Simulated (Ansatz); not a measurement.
Ansatz (a program for electronic structure) input for C2H5BO3, SMILES B(C)(O)C(=O)O, PBE-D3(BJ)/def2-SVP. 

Ansatz 0.2 input:
```yaml
crystal:
  periodic: [false, false, false]
  atoms:
    - {symbol: C, position_ang: [1.06116713, -1.77814205, -0.00000000]}
    - {symbol: B, position_ang: [-0.13994262, -0.78250766, 0.00000000]}
    - {symbol: O, position_ang: [-1.42607883, -1.17492714, -0.00000000]}
    - {symbol: C, position_ang: [0.01200627, 0.83488964, 0.00000000]}
    - {symbol: O, position_ang: [-0.96956503, 1.55384100, -0.00000000]}
    - {symbol: O, position_ang: [1.25996067, 1.33027712, -0.00000000]}
    - {symbol: H, position_ang: [0.74834444, -2.83234590, 0.00000000]}
    - {symbol: H, position_ang: [1.70559303, -1.59310813, -0.87768752]}
    - {symbol: H, position_ang: [1.70559303, -1.59310813, 0.87768752]}
    - {symbol: H, position_ang: [-2.00065131, -0.38613233, 0.00000000]}
    - {symbol: H, position_ang: [1.18725897, 2.30321943, 0.00000000]}
basis:
  gaussian:
    orbitals: def2-SVP
hamiltonian:
  xc: pbe
  dispersion: d3bj
relax: {f_tol: 0.002, max_steps: 200}
```

It prints:

```
WARN ansatz: RAYON_NUM_THREADS=1 ignored (pool sized by the plan → 1); use --threads N
Functional definition: PBE
integrals: 0.05 GiB planned
1189 factors; their error is unknown
mean field: 0.30 GiB planned
mean field evaluation 1: about -8945.4268 eV, gradient 8.0e1 eV
mean field evaluation 2: about -8920.6090 eV, gradient 1.4e2 eV
mean field evaluation 4: about -8957.9418 eV, gradient 1.2e1 eV
mean field evaluation 8: about -8958.1928 eV, gradient 1.6e-1 eV
mean field evaluation 16: about -8958.1470 eV, gradient 1.3e-4 eV
mean field -8958.14699409 eV, -329.2058299827 hartree, gradient 6.1e-5 eV, S^2 0.000000; 0 other end points of the search recorded, 0 dependent functions left out
the calculation of the forces begins
reference -8958.14702728 eV, -329.2058312025 hartree; 23, 23 occupied and 86, 86 virtual orbitals, 1189 factors
relax step   1: F+E_penalty+E_count = -8958.34350576 eV  Δ(F+E_penalty+E_count) = +0.000e0 eV  max|allowed force component| = 8.211e-1 eV/Å  Δτ_max = 0.0000 Å  (30 SCF iters, accepted)
these checks for a lower state are left out or cut short: starts, cluster_reference, orbital_swaps, neighbouring_geometries, increment
integrals: 0.05 GiB planned
1189 factors; their error is unknown
mean field: 0.30 GiB planned
mean field -8958.16413786 eV, -329.2064600045 hartree, gradient 1.1e-5 eV, S^2 0.000000; 0 other end points of the search recorded, 0 dependent functions left out
the calculation of the forces begins
reference -8958.16417113 eV, -329.2064612273 hartree; 23, 23 occupied and 86, 86 virtual orbitals, 1189 factors
relax step   2: F+E_penalty+E_count = -8958.36010062 eV  Δ(F+E_penalty+E_count) = -1.659e-2 eV  max|allowed force component| = 2.674e-1 eV/Å  Δτ_max = 0.0138 Å  (34 SCF iters, accepted)
these checks for a lower state are left out or cut short: starts, cluster_reference, orbital_swaps, neighbouring_geometries, increment
integrals: 0.05 GiB planned
1189 factors; their error is unknown
mean field: 0.29 GiB planned
mean field evaluation 32: about -8958.1673 eV, gradient 5.7e-4 eV
mean field -8958.16726367 eV, -329.2065748760 hartree, gradient 1.1e-5 eV, S^2 0.000000; 0 other end points of the search recorded, 0 dependent functions left out
the calculation of the forces begins
reference -8958.16729699 eV, -329.2065761005 hartree; 23, 23 occupied and 86, 86 virtual orbitals, 1189 factors
relax step   3: F+E_penalty+E_count = -8958.36300296 eV  Δ(F+E_penalty+E_count) = -2.902e-3 eV  max|allowed force component| = 5.608e-2 eV/Å  Δτ_max = 0.0158 Å  (34 SCF iters, accepted)
these checks for a lower state are left out or cut short: starts, cluster_reference, orbital_swaps, neighbouring_geometries, increment
integrals: 0.05 GiB planned
1189 factors; their error is unknown
mean field: 0.29 GiB planned
mean field -8958.16790750 eV, -329.2065985362 hartree, gradient 1.1e-5 eV, S^2 0.000000; 0 other end points of the search recorded, 0 dependent functions left out
the calculation of the forces begins
reference -8958.16794081 eV, -329.2065997606 hartree; 23, 23 occupied and 86, 86 virtual orbitals, 1189 factors
relax step   4: F+E_penalty+E_count = -8958.36363714 eV  Δ(F+E_penalty+E_count) = -6.342e-4 eV  max|allowed force component| = 3.663e-2 eV/Å  Δτ_max = 0.0141 Å  (34 SCF iters, accepted)
these checks for a lower state are left out or cut short: starts, cluster_reference, orbital_swaps, neighbouring_geometries, increment
integrals: 0.05 GiB planned
1189 factors; their error is unknown
mean field: 0.29 GiB planned
mean field -8958.16806216 eV, -329.2066042199 hartree, gradient 1.1e-5 eV, S^2 0.000000; 0 other end points of the search recorded, 0 dependent functions left out
the calculation of the forces begins
reference -8958.16809546 eV, -329.2066054439 hartree; 23, 23 occupied and 86, 86 virtual orbitals, 1189 factors
relax step   5: F+E_penalty+E_count = -8958.36378048 eV  Δ(F+E_penalty+E_count) = -1.433e-4 eV  max|allowed force component| = 6.557e-2 eV/Å  Δτ_max = 0.0163 Å  (34 SCF iters, accepted)
these checks for a lower state are left out or cut short: starts, cluster_reference, orbital_swaps, neighbouring_geometries, increment
integrals: 0.05 GiB planned
1189 factors; their error is unknown
mean field: 0.29 GiB planned
mean field -8958.16814986 eV, -329.2066074429 hartree, gradient 1.1e-5 eV, S^2 0.000000; 0 other end points of the search recorded, 0 dependent functions left out
the calculation of the forces begins
reference -8958.16818317 eV, -329.2066086669 hartree; 23, 23 occupied and 86, 86 virtual orbitals, 1189 factors
relax step   6: F+E_penalty+E_count = -8958.36389603 eV  Δ(F+E_penalty+E_count) = -1.156e-4 eV  max|allowed force component| = 1.972e-2 eV/Å  Δτ_max = 0.0036 Å  (35 SCF iters, accepted)
these checks for a lower state are left out or cut short: starts, cluster_reference, orbital_swaps, neighbouring_geometries, increment
integrals: 0.05 GiB planned
1189 factors; their error is unknown
mean field: 0.29 GiB planned
mean field evaluation 64: about -8958.1681 eV, gradient 8.7e-5 eV
mean field -8958.16813565 eV, -329.2066069207 hartree, gradient 8.7e-5 eV, S^2 0.000000; 0 other end points of the search recorded, 0 dependent functions left out
the calculation of the forces begins
reference -8958.16816896 eV, -329.2066081447 hartree; 23, 23 occupied and 86, 86 virtual orbitals, 1189 factors
relax step   7: F+E_penalty+E_count = -8958.36390266 eV  Δ(F+E_penalty+E_count) = -6.626e-6 eV  max|allowed force component| = 3.123e-3 eV/Å  Δτ_max = 0.0016 Å  (22 SCF iters, accepted)
these checks for a lower state are left out or cut short: starts, cluster_reference, orbital_swaps, neighbouring_geometries, increment
integrals: 0.05 GiB planned
1189 factors; their error is unknown
mean field: 0.29 GiB planned
mean field -8958.16813999 eV, -329.2066070803 hartree, gradient 2.7e-5 eV, S^2 0.000000; 0 other end points of the search recorded, 0 dependent functions left out
the calculation of the forces begins
reference -8958.16817330 eV, -329.2066083044 hartree; 23, 23 occupied and 86, 86 virtual orbitals, 1189 factors
relax step   8: F+E_penalty+E_count = -8958.36390327 eV  Δ(F+E_penalty+E_count) = -6.059e-7 eV  max|allowed force component| = 8.958e-4 eV/Å  Δτ_max = 0.0002 Å  (20 SCF iters, accepted)
integrals: 0.05 GiB planned
1189 factors; their error is unknown
mean field: 0.29 GiB planned
mean field -8958.16813999 eV, -329.2066070803 hartree, gradient 3.3e-5 eV, S^2 0.000000; 1 other end points of the search recorded, 0 dependent functions left out
the calculation of the forces begins
reference -8958.16817330 eV, -329.2066083044 hartree; 23, 23 occupied and 86, 86 virtual orbitals, 1189 factors
Total energy: -8958.36393657 eV, -329.2138024719 hartree
Atom 0 at     1.063502    -1.796598     0.000000 Å, force    -0.000067    -0.000129     0.000000 eV/Å
Atom 1 at    -0.129477    -0.787101     0.000000 Å, force     0.000412    -0.000034    -0.000000 eV/Å
Atom 2 at    -1.429109    -1.167532    -0.000000 Å, force     0.000088     0.000194    -0.000000 eV/Å
Atom 3 at     0.012540     0.834165     0.000000 Å, force     0.000067    -0.000896     0.000000 eV/Å
Atom 4 at    -0.990385     1.544248    -0.000000 Å, force    -0.000638     0.000474    -0.000000 eV/Å
Atom 5 at     1.259586     1.350829    -0.000000 Å, force    -0.000013     0.000682    -0.000000 eV/Å
Atom 6 at     0.742066    -2.855584    -0.000000 Å, force     0.000024     0.000125    -0.000000 eV/Å
Atom 7 at     1.715938    -1.615954    -0.881636 Å, force     0.000065     0.000038    -0.000019 eV/Å
Atom 8 at     1.715938    -1.615954     0.881636 Å, force     0.000065     0.000038     0.000019 eV/Å
Atom 9 at    -1.968855    -0.339394     0.000000 Å, force    -0.000178     0.000220     0.000000 eV/Å
Atom 10 at     1.151942     2.330830    -0.000000 Å, force     0.000174    -0.000712    -0.000000 eV/Å
Dipole moment:     0.252986     0.165956    -0.000000 e Å
```

The run converged.

Cost: about 23 core-seconds (a rough figure).
